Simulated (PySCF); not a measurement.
A structure optimised at PBE0-D3(BJ)/def2-SVP, used in a PySCF frequency run:

```xyz
10

Zn     0.0737    -0.0073     0.1837
C      0.7499    -1.6431    -0.6361
C      0.4220    -1.8168    -2.1169
H      0.3572    -2.4939    -0.0519
H      1.8429    -1.6597    -0.4792
H      0.8328    -1.0004    -2.7323
H     -0.6638    -1.8401    -2.3028
H      0.8338    -2.7578    -2.5212
S     -0.6620     1.8407     1.1050
H     -1.8538     1.2797     1.4135
```

**Question.** Write its SMILES and formula.

**Answer.** C[CH2][Zn][SH], C2H6SZn

**Question.** What are its rotational constants (standard atomic weights)?

**Answer.** 20.687, 1.5011, 1.4387 GHz
